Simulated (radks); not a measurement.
Results of a calculation; reference values are marked as such.
Task: The hafnium ion Hf2+, 70 electrons, occupied as [Xe] 4f14 5d2. Code: a radial shooting solver on a logarithmic mesh with Libxc functionals. Model: scalar-relativistic Kohn-Sham, PBEsol, spin-polarised, spherical densities, finite nucleus; open shells are filled with parallel spins first (spin-orbit coupling, left out, can overturn this in heavy ions); Fermi nuclear charge, rms radius 5.347 fm; hard spherical wall at 12 bohr. Some entries of the table are withheld. Estimate them.

orbital  occ.  eigenvalue (Ry)  <1/r> (bohr^-1)  r(max) (bohr)
1s down     1        -4796.213            83.75        0.01191
1s up       1        -4796.213            83.75        0.01191
2s up       1        -821.2335            19.56        0.06809
2s down     1        -821.2286            19.56        0.06809
2p up       3        -721.4907            17.85        0.05568
2p down     3        -721.4869            17.85        0.05568
3s up       1        -187.9554            7.235         0.1922
3s down     1        -187.9549            7.235         0.1922
3p up       3        -158.1453            6.710         0.1898
3p down     3        -158.1447            6.710         0.1898
3d up       5        -122.7962            6.349         0.1546
3d down     5        -122.7938            6.349         0.1546
4s up       1        -38.72325            3.067         0.4374
4s down     1        -38.72066            3.067         0.4374
4p up       3        -28.93882            2.792         0.4583
4p down     3        -28.93644            2.792         0.4583
4d up       5        -16.28324            2.475         0.4710
4d down     5        -16.27997            2.476         0.4710
5s up       1         -6.05382            1.170          1.016
5s down     1         -5.99975            1.176          1.014
5p up       3         -3.75484           0.9730          1.162
5p down     3         -3.67591           0.9817          1.156
4f up       7         -2.34823            1.914         0.4544
4f down     7         -2.33471            1.922         0.4542
6s up       0         -1.32000           0.4289            (1)
5d up       2         -1.27552           0.6124            (2)
6s down     0         -1.20417           0.4236            (3)
5d down     0         -1.15709           0.6167            (4)
6p up       0         -0.89920              (5)          3.301
5f up       0         -0.31724           0.1991          5.348

Result: 
(1) 6s up r(max) (bohr): 2.638
(2) 5d up r(max) (bohr): 1.647
(3) 6s down r(max) (bohr): 2.663
(4) 5d down r(max) (bohr): 1.622
(5) 6p up <1/r> (bohr^-1): 0.3408
